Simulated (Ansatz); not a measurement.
Reaction (formal loss of a carbene): `F[SiH2]C[SiH2]Cl` → `[CH2]` (triplet) + `F[SiH2][SiH2]Cl`

Computed with Ansatz on PBE0-D4/def2-TZVP structures; ΔE is electronic, products minus reactants. CCSD(T)/CBS adds triple-zeta CCSD(T) − MP2 to the extrapolated MP2 energy (def2 sets, frozen cores). This one scheme is used for every species. Functionals use def2-TZVPP. Triplets are unrestricted, without spin–orbit coupling. One conformer a species, not always the lowest.

**Question.** Is it downhill or uphill in electronic energy at CCSD(T)/CBS, and by how much? (Best estimate.)

**Answer.** Computed: Uphill: ΔE = +5.25 eV.

**Question.** What do these levels give: r2SCAN-D4, r2SCAN, PBE0, CCSD/def2-TZVPP, MP2/def2-QZVPP, SCS-MP2/def2-QZVPP? (Estimate.)

**Answer.** Computed: r2SCAN-D4 5.00, r2SCAN 4.98, PBE0 5.07, CCSD/def2-TZVPP 5.02, MP2/def2-QZVPP 5.43, SCS-MP2/def2-QZVPP 5.40 eV.

Largest T1 diagnostic among the species: 0.011.

The D4 term adds +0.12 eV with B3LYP and +0.06 eV with PBE0; it sums over pairs of atoms, weighted by their polarisabilities, and B3LYP, whose exchange is more repulsive, gets the larger term. In def2-TZVPP, CCSD(T) changes the Hartree–Fock value by +1.43 eV (the triples alone add +0.12 eV) and MP2 by +1.65 eV.

B3LYP here is the variant with VWN-RPA as its local correlation; programs differ in this.
